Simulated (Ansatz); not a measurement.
Mo(NH)2Cl2 (MoN2Cl2H2), relaxed as a singlet with RKS PBE-D4/def2-SVP in Ansatz, starting from the GFN2-xTB geometry. Force threshold 0.02 eV/Å.

In the def2 sets Mo takes a core potential; there is no spin–orbit coupling. The restricted singlet is unstable towards broken spin symmetry in Hartree–Fock (as tested in another run); at PBE-D4/def2-SVP this wasn't settled.

Start:

```csv
atom,x (Å),y (Å),z (Å)
Mo1,-0.089,0.225,0.299
N2,1.533,-0.249,-0.085
H3,2.398,-0.620,-0.457
N4,-1.278,-0.413,-0.790
H5,-1.810,-0.870,-1.520
Cl6,-0.202,2.400,0.243
Cl7,-0.553,-0.472,2.309
```

```json
{"step": "1", "energy (eV)": "-29894.9163", "largest force component (eV/Å)": "1.854", "SCF passes": "31"}
{"step": "2", "energy (eV)": "-29895.1965", "largest force component (eV/Å)": "0.495", "SCF passes": "38"}
{"step": "3", "energy (eV)": "-29895.2287", "largest force component (eV/Å)": "0.316", "SCF passes": "34"}
{"step": "4", "energy (eV)": "-29895.2471", "largest force component (eV/Å)": "0.187", "SCF passes": "33"}
{"step": "5", "energy (eV)": "-29895.2571", "largest force component (eV/Å)": "0.140", "SCF passes": "33"}
{"step": "6", "energy (eV)": "-29895.2636", "largest force component (eV/Å)": "0.079", "SCF passes": "33"}
{"step": "7", "energy (eV)": "-29895.2686", "largest force component (eV/Å)": "0.143", "SCF passes": "33"}
{"step": "8", "energy (eV)": "-29895.2700", "largest force component (eV/Å)": "0.016", "SCF passes": "34"}
```

Force components are those of the run's own axes.

End:

```csv
atom,x (Å),y (Å),z (Å)
Mo1,-0.113,0.287,0.382
N2,1.483,-0.222,-0.058
H3,2.161,-0.724,-0.644
N4,-1.247,-0.380,-0.746
H5,-1.504,-0.938,-1.570
Cl6,-0.196,2.572,0.188
Cl7,-0.584,-0.594,2.447
```

By distances, no bond broke or formed. The bond that changes most is Mo1–Cl7, from 2.18 to 2.29 Å (atoms count from 1).

No frequencies were taken in this run, so the end may be a saddle point.

It took 19 s on 4 threads of Intel Xeon Platinum 8259CL on a shared host.
